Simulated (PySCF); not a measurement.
Compound: Mo(NH)Br4 (singlet state).
Bonds: Mo1–N2, Mo1–Br4, Mo1–Br5, Mo1–Br6, Mo1–Br7. Hydrogens: H3 on N2.

Level of theory: PySCF, PBE0-D3(BJ)/def2-SVP geometry optimisation, gas phase, def2 core potentials past Kr.

Task: List the bond lengths and angles at this level.

Result: 
| bond | length (Å) |
| --- | --- |
| Mo1–N2 | 1.667 |
| Mo1–Br4 | 2.464 |
| Mo1–Br5, Mo1–Br6, Mo1–Br7 | 2.459 |
| N2–H3 | 1.020 |

Bonds in one row agree within 0.01 Å and their mean is given. A selection of angles:
| angle | degrees |
| --- | --- |
| N2–Mo1–Br4 | 102.8 |
| Br4–Mo1–Br5 | 87.1 |
| Br4–Mo1–Br6 | 154.7 |
| Br5–Mo1–Br7 | 154.0 |
| Mo1–N2–H3 | 179.5 |

Mo1 (molybdenum bonded to 4 Br and N) is square pyramidal (τ5 = (β − α)/60° = 0.01 from the two widest angles, 154.7° and 154.0° (0 for a square pyramid, 1 for a trigonal bipyramid)).

Point group: C4v (tolerance 0.08 Å). Whether it is a minimum is left open (no frequencies).
